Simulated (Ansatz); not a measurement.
Job for Ansatz (an electronic-structure program): R-RI-MP2/cc-pV(Q+d)Z on H4SSi2 (SMILES [SiH3][Si]S), a point of a torsion scan. Files ending in .json are basis or fitting sets from the Basis Set Exchange.

Ansatz 0.2 input:
```yaml
crystal:
  periodic: [false, false, false]
  atoms:
    - {symbol: Si, position_ang: [0.96951367, -0.16844372, 0.03690317]}
    - {symbol: Si, position_ang: [-0.53183009, 1.57134198, -0.16341426]}
    - {symbol: S, position_ang: [-2.51161459, 0.62675585, -0.30223816]}
    - {symbol: H, position_ang: [0.89447752, -1.44303736, -0.69593436]}
    - {symbol: H, position_ang: [2.25943270, 0.42464120, -0.34817594]}
    - {symbol: H, position_ang: [1.10085525, -0.56444306, 1.44795535]}
    - {symbol: H, position_ang: [-2.20861217, -0.66489440, -0.27342789]}
basis:
  gaussian:
    orbitals: cc-pV_Q+d_Z.json
    fitting: {mean_field: def2-universal-JKFIT, correlation: cc-pVQZ-RIFIT.json}
magnetization: {spin_polarized: false}
correlation: {method: mp2, electrons: outside_noble_gas}
scf: {lower_state_search: off}
```

The log:

```
WARN ansatz: RAYON_NUM_THREADS=1 ignored (pool sized by the plan → 1); use --threads N
Functional definition: HF
these checks for a lower state are left out or cut short: stability, starts, cluster_reference, orbital_swaps, neighbouring_geometries, increment
integrals: 0.37 GiB planned
456 factors; integrals over basis functions are off by at most 6.0e0 eV
mean field: 0.60 GiB planned
mean field evaluation 1: about -26604.4931 eV, gradient 1.6e1 eV
mean field evaluation 2: about -26605.8017 eV, gradient 6.2e0 eV
mean field evaluation 4: about -26606.0473 eV, gradient 5.6e-1 eV
mean field -26606.05077191 eV, -977.7543316388 hartree, gradient 1.4e-6 eV, S^2 0.000000; 0 other end points of the search recorded, 0 dependent functions left out
15 core orbitals not correlated
694 factors; their error is unknown
reference -26606.05077191 eV, -977.7543316388 hartree; 9, 9 occupied and 288, 288 virtual orbitals, 694 factors
second order -11.92646369 eV of doubles, -0.00000000 eV of singles
Total energy: -26617.97723560 eV, -978.1926210954 hartree
Checks for a lower state left out: stability, starts, cluster_reference, orbital_swaps, neighbouring_geometries, increment
```

The calculation finished and met its thresholds.

Cost: very roughly 4 core-seconds.
